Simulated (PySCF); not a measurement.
## Correlation energy of Pb⁺ (lead, charge +1)

[Xe] 4f14 5d10 6s2 6p1, 2P determinant. All numbers are calculated (PySCF 2.14, scalar relativity through the core potential, in aug-cc-pVTZ-PP with one added diffuse shell each of d, f type with ECP60MDF (6s5p5d3f, 67 functions)). Frozen: 5s2 5p6 5d10; 3 electrons correlated.

MP2 pair energies summed by pair of shells (mhartree):

```
 pair  energy  share (%)
6s-6s  -15.45       56.9
6s-6p  -11.69       43.1
```

Total MP2 correlation energy: -27.14 mhartree.

Same-spin part -2.13 and opposite-spin part -25.01 mhartree; SCS-MP2 scales them by 1/3 and 6/5 to -30.73 mhartree.
